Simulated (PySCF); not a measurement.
# Re: ionisation energy

Re [Xe] 4f14 5d5 6s2 (6S) → Re⁺ [Xe] 4f14 5d5 6s1 (7S), as a difference of total energies. Computed with PySCF 2.14 in def2-TZVPPD with the def2 core potential (60 electrons) (6s5p3d2f1g, 59 functions), with a scalar-relativistic core potential. Correlated levels: valence: 5s2 5p6 frozen. The calculations carry no spin-orbit coupling.

| method | ionisation energy (eV) | error (eV) |
| --- | --- | --- |
| UHF | 5.902 | -1.932 |
| MP2 (valence) | 7.241 | -0.593 |
| SCS-MP2 (valence) | 7.516 | -0.318 |
| CCSD (valence) | 7.317 | -0.517 |
| CCSD(T) (valence) | 7.425 | -0.409 |

Reference: 7.834 eV (measured; NIST Atomic Spectra Database, ionization energies).

Errors of the correlated levels include the incompleteness of this basis and the frozen core.
